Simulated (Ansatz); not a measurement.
Two structures of SnH₆SO, closed shell, reached by relaxing down either side of one saddle point (PBE0-D4/def2-TZVP). Energies are electronic, without zero-point energy. Ansatz 0.2.0; basis: def2-TZVPP and def2-QZVPP; cores frozen in the correlated methods. Filled d shells of the heavier atoms are correlated. Core potentials replace the inner electrons of the atoms past krypton. The def2 sets are not built for correlating such inner shells, so the correlated values are less sure here. Extrapolation: Hartree–Fock as exp(−7.88 √X), correlation as X^−2.97. First:

```
9
angstrom
Sn -0.9256 0.7657 0.5223
S 0.1653 -1.2538 1.3135
H -1.9136 0.2605 -0.7615
H -1.8800 1.3493 1.8162
H 0.2543 1.9098 0.0989
H 1.1973 -0.9531 -0.9207
O 1.1382 -0.4285 -1.7310
H 1.0436 -0.5941 2.0862
H 0.9204 -1.0555 -2.4240
```

Second:

Sn1  (-0.941, 0.911, -0.354)
S2  (1.131, -1.442, 1.822)
H3  (-1.703, 1.719, -1.656)
H4  (-2.071, 0.075, 0.605)
H5  (0.087, 1.931, 0.530)
H6  (1.027, -1.398, 0.476)
O7  (0.265, -0.426, -1.187)
H8  (2.225, -0.666, 1.822)
H9  (-0.021, -0.705, -2.059)
(Å)

(1) Which bonds change from the first to the second?

(2) Give the saddle point's structure and its height above each. (To be estimated.)

T1 diagnostic: at most 0.014.

## Answers

(1) SnH₄S ([SH][SnH3]) + H₂O → SnH₄O ([OH][SnH3]) + H₂S; bonds formed: Sn1–O7, S2–H6; bonds broken: Sn1–S2, H6–O7.

(2) By the calculation: 26.50 kcal/mol above the first and 15.10 kcal/mol above the second (CCSD(T) at an estimated basis limit (MP2 extrapolated from triple and quadruple zeta, plus CCSD(T) − MP2 in triple zeta)).
```
9
angstrom
Sn -0.7663 0.7931 -0.0286
S 0.7947 -1.1716 1.5195
H -1.3771 1.4602 -1.4994
H -2.0636 0.0313 0.7590
H 0.1500 1.9786 0.7611
H 0.7728 -1.1021 -0.1312
O 0.4750 -0.5162 -1.1250
H 1.9230 -0.4481 1.5926
H 0.0915 -1.0249 -1.8481
```

Labels in which every atom is bracketed show which atoms are joined, not bond orders.

For scale, one of the runs: CCSD(T)/def2-TZVPP, 207 basis functions, launched by `ansatz run in.yaml --threads 4 --pin off --events-out ev --progress --plain --max-ram 9574MiB`. The run took 71 s on 4 CPU threads of an Arm Neoverse V2 (shared host), with 3 GiB of host memory at its peak.
